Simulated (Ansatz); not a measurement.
HNP (SMILES [NH+]#P) at its CCSD(T)/cc-pV(T+d)Z minimum, average atomic masses, point group C∞v.
(charge 1, multiplicity 1):
```xyz
3

N      0.0000     0.0000    -0.9666
P      0.0000     0.0000     0.5016
H      0.0000     0.0000    -1.9809
```

Correlated levels freeze the cores.

Run with Ansatz (Gaussian orbitals). Each number belongs to the level named beside it.

Harmonic frequencies (cm⁻¹): 683 683 1389 3606.

### Question
Work out the rotational constants, the zero-point energy, and the ideal-gas entropy and heat capacity at 298.15 K and 1 bar (rigid rotor, harmonic oscillator).

### Answer

Principal moments 24.835 u Å² give 16.8576/I = 0.6788 cm⁻¹. Zero point: Σω/2 = 3181 cm⁻¹ = 9.09 kcal/mol. Translation R(1.5 ln M + 2.5 ln T − 1.1517) with M = 45.989 u: 156.60 J/(mol K). Rotation with σ = 1: q = 305.3, S = R(ln q + 1) = 55.88. Vibration, summed over R(u/(eᵘ − 1) − ln(1 − e⁻ᵘ)) with u = 1.43878ω/T: 2.81, of which the lowest mode gives 1.37. S° = 215.3 J/(mol K); C_p = 7R/2 + 7.67 = 36.77 J/(mol K).

Doubts at one or more of the structures used: a restricted determinant that unrestricted orbitals would lower (CCSD(T)/cc-pV(T+d)Z).

Ansatz is a first-principles code.
